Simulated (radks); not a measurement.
Results of a calculation; reference values are marked as such.
All-electron atom: the chromium ion Cr4+ in [Ar] 3d2.

Code: a radial shooting solver on a logarithmic mesh with Libxc functionals. Model: scalar-relativistic Kohn-Sham, LDA (Slater exchange, Perdew-Wang correlation), spin-polarised, spherical densities, finite nucleus; open shells are filled with parallel spins first; Fermi nuclear charge, rms radius 3.6452 fm.

Energy parts (eV):
part                      energy
total                 -28428.577
kinetic                28706.277
electron-nucleus      -66685.473
Hartree                10769.456
exchange-correlation   -1218.836

Orbitals (lengths in bohr, moments of r in powers of bohr; <r^-3> diverges for s and p1/2; r(90%) holds 90 % of the orbital's charge):
| orbital | occ. | eigenvalue (eV) | <r^-3> | r(90%) | <1/r> |
|---|---|---|---|---|---|
| 1s up | 1 | -5927.907 | - | 0.114 | 23.83 |
| 1s down | 1 | -5927.905 | - | 0.114 | 23.83 |
| 2s up | 1 | -729.0066 | - | 0.456 | 5.036 |
| 2s down | 1 | -727.8776 | - | 0.456 | 5.041 |
| 2p up | 3 | -623.5580 | 360.5 | 0.428 | 4.944 |
| 2p down | 3 | -622.6810 | 361.3 | 0.427 | 4.949 |
| 3s up | 1 | -133.4455 | - | 1.30 | 1.615 |
| 3s down | 1 | -130.9764 | - | 1.31 | 1.610 |
| 3p up | 3 | -104.4685 | 47.85 | 1.40 | 1.498 |
| 3p down | 3 | -102.0579 | 47.37 | 1.40 | 1.492 |
| 3d up | 2 | -59.2922 | 4.564 | 1.65 | 1.245 |
| 3d down | 0 | -56.9556 | 4.490 | 1.68 | 1.234 |

The highest occupied level is 3d up at -59.292 eV. The density falls to 0.001 e/bohr^3 at r = 2.53 bohr. The spin density at the nucleus is -0.535 e/bohr^3 (1s -0.032, 2s -1.033, 3s 0.530). The electron density at the nucleus is 1.144e+04 e/bohr^3 (large components only). Spin moment in Bohr magnetons: 2.
